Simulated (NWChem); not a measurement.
Everything below was run with NWChem. System: ClFPb, charge 1, spin multiplicity 2, at the geometry of a parent with another charge or spin, in a state set for the comparison that need not be this species' ground state. Its SCF solution wasn't tested for a lower state.

Job file:

```
start mol
memory heap 100 mb stack 700 mb global 1900 mb
charge 1
geometry units angstroms nocenter noautoz
  Pb    -0.366624    -0.171686     0.000000
  F      0.991269    -1.728955     0.000000
  Cl     1.243631     1.743461     0.000000
  symmetry group Cs
end
basis spherical
  * library def2-svpd
end
ecp
  Pb library def2-ecp
end
scf
  rohf
  nopen 1
  maxiter 100
  thresh 1e-7
  semidirect memsize 60000000 filesize 0
  # guess.movecs holds the orbitals of an unrestricted PBE0 run
  vectors input guess.movecs output mol.movecs
end
tce
  freeze core 10
  ccsd(t)
  2eorb
  2emet 13
  thresh 1e-6
  maxiter 100
  tilesize 24
end
task tce energy
```

The output up to the point where the run's verdict is printed (cleaned and shortened):

```
             Northwest Computational Chemistry Package (NWChem) 7.3.0
             --------------------------------------------------------

                                NWChem Input Module
                                -------------------

 Scaling coordinates for geometry "geometry" by  1.889725989
 (inverse scale =  0.529177249)

 Turning off AUTOSYM since
 SYMMETRY directive was detected!

                             Geometry "geometry" -> ""
                             -------------------------

 Output coordinates in angstroms (scale by  1.889725989 to convert to a.u.)

  No.       Tag          Charge          X              Y              Z
 ---- ---------------- ---------- -------------- -------------- --------------
    1 Pb                  82.0000    -0.36662400    -0.17168600     0.00000000
    2 F                    9.0000     0.99126900    -1.72895500     0.00000000
    3 Cl                  17.0000     1.24363100     1.74346100     0.00000000

 Effective nuclear repulsion energy (a.u.)     507.0868829844

            Nuclear Dipole moment (a.u.)
            ----------------------------
        X                 Y               Z
 ---------------- ---------------- ----------------
    -0.0000377945    -0.0000188973     0.0000000000

      Symmetry information
      --------------------

 Group name             Cs
 Group number              2
 Group order               2
 No. of unique centers     3

      Symmetry unique atoms

     1    2    3


 Summary of "ao basis" -> "" (spherical)
 ------------------------------------------------------------------------------
       Tag                 Description            Shells   Functions and Types
 ---------------- ------------------------------  ------  ---------------------
 *                         def2-svpd                  on all atoms

 Summary of "ao basis" -> "ao basis" (spherical)
 ------------------------------------------------------------------------------
       Tag                 Description            Shells   Functions and Types
 ---------------- ------------------------------  ------  ---------------------
[...]
   43   0.0007695638755  -0.4374563061758     0.6     0.6
   44   0.0031385344798  -0.4374345692316     0.6     0.6
   45   0.0145018541970  -0.4374938507034     0.6     0.6
   46   0.0002220500072  -0.4374511344222     0.6     0.6
   47   0.0005142442634  -0.4374513790389     0.6     0.6
   48   0.0005936575755  -0.4374624133070     0.6     0.6
   49   0.0019329591886  -0.4374452613837     0.6     0.6
   50   0.0056447366778  -0.4374954467554     0.6     0.6
   51   0.0001454225855  -0.4374875966719     0.6     0.6
   52   0.0003406723459  -0.4374843115474     0.6     0.6
   53   0.0013959971237  -0.4374869551181     0.6     0.6
   54   0.0076108564081  -0.4374800548499     0.6     0.6
   55   0.0423612032474  -0.4374993494359     0.6     0.6
   56   0.0000953501243  -0.4374840812536     0.6     0.6
   57   0.0002006021353  -0.4374849405555     0.6     0.6
   58   0.0002924209911  -0.4374891768396     0.6     0.6
   59   0.0009393227855  -0.4374829181521     0.6     0.6
   60   0.0030607515761  -0.4375016754730     0.6     0.6
   61   0.0000748480659  -0.4374923010364     0.6     0.6
   62   0.0001606236855  -0.4374919951095     0.6     0.6
   63   0.0004538409755  -0.4374930128981     0.6     0.6
   64   0.0023859851705  -0.4374920180165     0.6     0.6
   65   0.0133152996717  -0.4374967395268     0.6     0.6
   66   0.0000662577261  -0.4374933378615     0.6     0.6
   67   0.0000971701202  -0.4374945000140     0.6     0.6
   68   0.0001474244714  -0.4374956197664     0.6     0.6
   69   0.0004760778919  -0.4374952575066     0.6     0.6
   70   0.0016254033363  -0.4374984180920     0.6     0.6
   71   0.0000436694401  -0.4375001535206     0.6     0.6
   72   0.0000605730733  -0.4374991642179     0.6     0.6
   73   0.0000659706986  -0.4374994254324     0.6     0.6
   74   0.0002515746932  -0.4374988302763     0.6     0.6
   75   0.0011831572536  -0.4375011000523     0.6     0.6
   76   0.0000285583231  -0.4374997787605     0.6     0.6
   77   0.0000527194197  -0.4375004370516     0.6     0.6
   78   0.0000831209522  -0.4375007176140     0.6     0.6
   79   0.0002600866035  -0.4375014466086     0.6     0.6
   80   0.0009248940395  -0.4375006259933     0.6     0.6
   81   0.0000224681057  -0.4375025748805     0.6     0.6
   82   0.0000390590905  -0.4375023403871     0.6     0.6
   83   0.0001172774729  -0.4375025875440     0.6     0.6
   84   0.0006151228834  -0.4375027646318     0.6     0.6
   85   0.0033424146005  -0.4375026998553     0.6     0.6
   86   0.0000189660991  -0.4375027970001     0.7     0.7
   87   0.0000269050295  -0.4375032632457     0.6     0.6
   88   0.0000359821939  -0.4375033287497     0.6     0.6
   89   0.0001133168574  -0.4375038318218     0.6     0.6
   90   0.0004456541461  -0.4375032825827     0.6     0.6
   91   0.0000120006137  -0.4375048626464     0.6     0.6
   92   0.0000229114504  -0.4375046553138     0.6     0.6
   93   0.0000901108624  -0.4375045787188     0.6     0.6
   94   0.0004930902789  -0.4375047943455     0.6     0.6
   95   0.0027650636390  -0.4375045286367     0.6     0.6
   96   0.0000105418903  -0.4375046616203     0.6     0.6
   97   0.0000152699746  -0.4375047417589     0.6     0.6
   98   0.0000233160770  -0.4375047451514     0.6     0.6
   99   0.0000794375752  -0.4375049949426     0.6     0.6
  100   0.0003268048435  -0.4375047119858     0.6     0.6
  0 ga offset                   0 size_xx_perproc                 902mx    1
 WRITE TENSOR
  filename: ./mol.t1amp.000000
  unit nr:       79
  file size:            902
  rec_mem (KB):     2048
  rec_size:         262144
  number of tasks:            1
  0 ga offset                   0 size_xx_perproc              684990mx    1
 WRITE TENSOR
  filename: ./mol.t2amp.000000
  unit nr:       80
  file size:         684990
  rec_mem (KB):     2048
  rec_size:         262144
  number of tasks:            3
 ------------------------------------------------------------------------
```

Convergence was not reached. The next line reads: ccsd_energy_loc: maxiter exceeded 101. NWChem stopped with the message: ccsd_energy_loc: maxiter exceeded 101.
